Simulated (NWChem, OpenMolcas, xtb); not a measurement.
## A ladder of methods for CsCl (SMILES [Cl][Cs])

CsCl: 2 atoms, total charge 0, spin state singlet. SMILES: `[Cl][Cs]`. The bond length is the measured one.

```xyz
2

Cl    0.0000    0.0000    0.0000
Cs    0.0000    0.0000    2.9063
```

Each level gives the dipole moment (D). The values are calculated.

| level | kind | program | value (D) | CPU time |
| --- | --- | --- | --- | --- |
| GFN0-xTB | semi-empirical | xtb | 13.93 | under 2 s |
| HF/def2-TZVPP (core potential) | Hartree–Fock | NWChem | 10.82 | 5.2 s |
| SVWN5/def2-TZVPP (core potential) | LDA | NWChem | 9.67 | 4.9 s |
| BLYP/def2-TZVPP (core potential) | GGA | OpenMolcas | 9.71 | 8.8 s |
| M06-L/def2-TZVPP (core potential) | meta-GGA | NWChem | 10.39 | 11 s |
| B1LYP/def2-TZVPP (core potential) | global hybrid | NWChem | 10.12 | 3.7 s |
| BHLYP/def2-TZVPP (core potential) | global hybrid | NWChem | 10.42 | 6.1 s |
| CAM-B3LYP/def2-TZVPP (core potential) | range-separated hybrid | NWChem | 10.32 | 17 s |

The values span 9.67 to 13.93 D. Times are those of the runs behind each value, whatever else they computed, on shared processors of several kinds: orders of magnitude only.
